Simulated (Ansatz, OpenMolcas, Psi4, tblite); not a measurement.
# How methods differ on SiH2Br2 (dibromosilane)

The species is SiH2Br2 (5 atoms), meant as a singlet with charge 0. SMILES: `Br[SiH2]Br`. The coordinates come from a PBE0-D4/def2-TZVP relaxation.

Quantity: the HOMO–LUMO gap, in eV. The values are calculated.

| level | kind | program | value (eV) | CPU time |
| --- | --- | --- | --- | --- |
| IPEA1-xTB | semi-empirical | tblite | 6.58 | under 2 s |
| HF/def2-SVP | Hartree–Fock | OpenMolcas | 14.87 | 10 s |
| SVWN5/def2-SVP | LDA | Ansatz | 5.80 | 3.2 s |
| PBE/def2-SVP | GGA | OpenMolcas | 5.96 | 21 s |
| M06-L/def2-SVP | meta-GGA | Psi4 | 6.67 | 46 s |
| PBE0/def2-SVP | global hybrid | Ansatz | 8.18 | 7.6 s |
| HSE06/def2-SVP | range-separated hybrid | Ansatz | 7.40 | 8.1 s |
| wB97X-V/def2-SVP | range-separated hybrid | Psi4 | 12.74 | 95 s |
| B2PLYP/def2-SVP | double hybrid | OpenMolcas | 10.64 | 16 s |

All-electron rows without a relativistic Hamiltonian named are non-relativistic. The values span 5.80 to 14.87 eV. Orbital gaps aren't excitation energies, and those of double hybrids come from the SCF part alone; they tend to grow with the share of exact exchange. CPU times are rough (shared hosts, several kinds of processor): they show what a rung costs within a factor of a few.
